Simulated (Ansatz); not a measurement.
Species: chloro-difluoro-methylsilane, CH3ClF2Si, net charge 0, singlet state. 
Structure (B3LYP-D3(BJ)/def2-TZVP (Ansatz, a first-principles code) minimum search):
```xyz
8

C     -1.9513    -0.1167     0.1792
Si    -0.1434     0.2047     0.2177
F      0.4442    -0.0361     1.6731
F      0.1717     1.7160    -0.1536
Cl     0.8911    -0.9845    -1.0773
H     -2.1604    -1.1522     0.4503
H     -2.3498     0.0658    -0.8195
H     -2.4656     0.5386     0.8845
```
Charge 0, spin multiplicity 1.

Basis-set convergence of Hartree-Fock and CCSD correlation energies (hartree) with Ansatz. Correlated levels leave the core frozen unless marked. Spin-orbit coupling is left out. Non-relativistic.

```tsv
basis	functions	E(HF)	E(corr, CCSD)
aug-cc-pV(D+d)Z	160	-987.17958	-0.83874
aug-cc-pV(T+d)Z	317	(withheld)	(withheld)
```

Fill in the missing entries.


- aug-cc-pV(T+d)Z, E(HF): -987.28269
- aug-cc-pV(T+d)Z, E(corr, CCSD): -1.03412
